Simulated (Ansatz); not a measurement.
Harmonic frequencies (cm⁻¹) at PBE0-D4/def2-TZVP from Ansatz: 111, 408, 408, 536, 698, 727, 727, 796, 796, 1229, 1456, 1456, 1938, 1938, 1939, 3070, 3166, 3166.

Problem. Which molecule is it?
A. `[SH][SnH2][Cl]`
B. `N#[C][SnH2][C]#N`
C. `[CH3][SnH3]`
D. `[CH3][SnH]([OH])[Br]`

Solution. C.
